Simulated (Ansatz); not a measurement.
`[SiH3]N([SiH3])[Si]S` and `[SiH3][N]([SiH3])[GeH]` differ in one atom or group.

Ansatz, PBE0-D4/def2-TZVP geometries, multiplicity 1. Each molecule was computed in one conformer, which needn't be the lowest.

Scalar relativity is left out up to krypton.

```json
{"property": "HOMO energy (PBE/def2-TZVPP) / eV", "`[SiH3]N([SiH3])[Si]S`": "-5.84"}
{"property": "HOMO energy (ωB97M-V/def2-TZVPP) / eV", "`[SiH3]N([SiH3])[Si]S`": "-8.95"}
{"property": "LUMO energy (PBE/def2-TZVPP) / eV", "`[SiH3]N([SiH3])[Si]S`": "-2.56"}
{"property": "zero-point energy (PBE0-D4/def2-TZVP) / kJ/mol", "`[SiH3]N([SiH3])[Si]S`": "175.7"}
{"property": "size of the dipole moment (PBE/def2-TZVPP) / D", "`[SiH3]N([SiH3])[Si]S`": "1.79"}
{"property": "HOMO–LUMO gap (B3LYP/def2-TZVPP) / eV", "`[SiH3]N([SiH3])[Si]S`": "4.75"}
```

Give the same properties after the change, and the shifts. (Estimate.)

Computed: 
| property | `[SiH3][N]([SiH3])[GeH]` | shift |
| --- | --- | --- |
| HOMO energy (PBE/def2-TZVPP) / eV | -5.85 | -0.01 |
| HOMO energy (ωB97M-V/def2-TZVPP) / eV | -9.05 | -0.10 |
| LUMO energy (PBE/def2-TZVPP) / eV | -3.17 | -0.61 |
| zero-point energy (PBE0-D4/def2-TZVP) / kJ/mol | 166.5 | -9.2 |
| size of the dipole moment (PBE/def2-TZVPP) / D | 0.21 | -1.58 |
| HOMO–LUMO gap (B3LYP/def2-TZVPP) / eV | 4.17 | -0.58 |

The zero-point energy changes by -9.2 kJ/mol with -3 modes. Dipoles are sizes alone; their direction can turn.

B3LYP here is the variant with VWN-RPA as its local correlation; programs differ in this.
